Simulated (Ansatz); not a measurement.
Cost and result for the atomization energy of ClH₅OSiSn (`O[SiH2][SnH2][Cl]`) (9 atoms, 8 bonds).

Z-matrix (Å, degrees):
```
Si
Sn 1 2.578
O 1 1.640 2 104.8
H 1 1.487 2 109.2 3 120.8
H 1 1.483 2 111.9 3 -118.4
Cl 2 2.375 1 95.9 3 -15.4
H 2 1.706 1 119.4 3 94.7
H 2 1.706 1 119.7 3 -125.8
H 3 0.964 1 116.0 2 19.0
```

The species carries charge 0 and has multiplicity 1. Correlated methods include outer-core shells of Sn, which these sets cover unevenly. Sn: def2 effective core potential. The geometry is a stationary point of PBE0-D4/def2-TZVP. It is one conformer, not always the lowest. Program: Ansatz. All runs use 4 threads of an Arm Neoverse V1 on a shared host. Times are those of one run each, without the atoms' runs, and a repeat can differ threefold. Electronic energies, without spin–orbit coupling; frozen cores. CCSD(T)/CBS adds CCSD(T) − MP2 in def2-TZVPP to the MP2 limit, and its time is that of the two runs behind it. T1 = 0.012. With those shells the extrapolation isn't a true limit. B3LYP takes the VWN-RPA correlation (the form of Gaussian; ORCA's B3LYP/G).

CCSD(T)/CBS is a level of theory with its own doubt, some kJ/mol a heavy atom from the limit and from the frozen cores, so smaller differences don't rank the functionals.

```json
{"level": "PBE-D4/def2-TZVPP (with forces)", "functions": "235", "wall time": "2.9 s", "atomization (kJ/mol)": "2630.3", "difference from CCSD(T)/CBS": "-34.5", "per bond": "-4.3"}
{"level": "PBE0-D4/def2-TZVPP", "functions": "235", "wall time": "4.1 s", "atomization (kJ/mol)": "2598.7", "difference from CCSD(T)/CBS": "-66.1", "per bond": "-8.3"}
{"level": "r2SCAN-D4/def2-TZVPP (with forces)", "functions": "235", "wall time": "6 s", "atomization (kJ/mol)": "2638.5", "difference from CCSD(T)/CBS": "-26.3", "per bond": "-3.3"}
{"level": "B3LYP-D4/def2-TZVPP (with forces)", "functions": "235", "wall time": "6 s", "atomization (kJ/mol)": "2617.2", "difference from CCSD(T)/CBS": "-47.6", "per bond": "-6.0"}
{"level": "B2PLYP/def2-TZVPP", "functions": "235", "wall time": "6 s", "atomization (kJ/mol)": "2584.9", "difference from CCSD(T)/CBS": "-79.9", "per bond": "-10.0"}
{"level": "ωB97X-V/def2-TZVPP", "functions": "235", "wall time": "9.5 s", "atomization (kJ/mol)": "2662.8", "difference from CCSD(T)/CBS": "-2.0", "per bond": "-0.3"}
{"level": "ωB97M-V/def2-TZVPP (with forces)", "functions": "235", "wall time": "14 s", "atomization (kJ/mol)": "2641.1", "difference from CCSD(T)/CBS": "-23.7", "per bond": "-3.0"}
{"level": "MP2/def2-QZVPP", "functions": "429", "wall time": "23 s", "atomization (kJ/mol)": "2635.9", "difference from CCSD(T)/CBS": "-28.9", "per bond": "-3.6"}
{"level": "CCSD(T)/def2-TZVPP", "functions": "235", "wall time": "2.8 min", "atomization (kJ/mol)": "2573.7", "difference from CCSD(T)/CBS": "-91.1", "per bond": "-11.4"}
{"level": "CCSD(T)/CBS(def2)", "functions": "–", "wall time": "3.2 min", "atomization (kJ/mol)": "2664.8", "difference from CCSD(T)/CBS": "0.0", "per bond": "0.0"}
```

The D4 term adds +36.7 kJ/mol with B3LYP and +19.3 kJ/mol with PBE0; it sums over pairs of atoms, weighted by their polarisabilities, and B3LYP, whose exchange is more repulsive, gets the larger term. In def2-TZVPP, CCSD(T) changes the Hartree–Fock value by +682.4 kJ/mol (the triples alone add +38.2 kJ/mol) and MP2 by +689.9 kJ/mol; breaking electron pairs costs correlation energy, which Hartree–Fock lacks. From PBE to PBE0 (25 % exact exchange), in def2-TZVPP and without D4, the atomization energy moves by −28.5 kJ/mol: exact exchange takes away binding that semilocal exchange gives to molecules.

Spin–orbit coupling would lower the free Sn atoms strongly, and the atomization energy with them, by more than many differences here. For some Ge, Se and Sn compounds the MP2-based and the directly extrapolated limit differ by 10 to 25 kJ/mol.
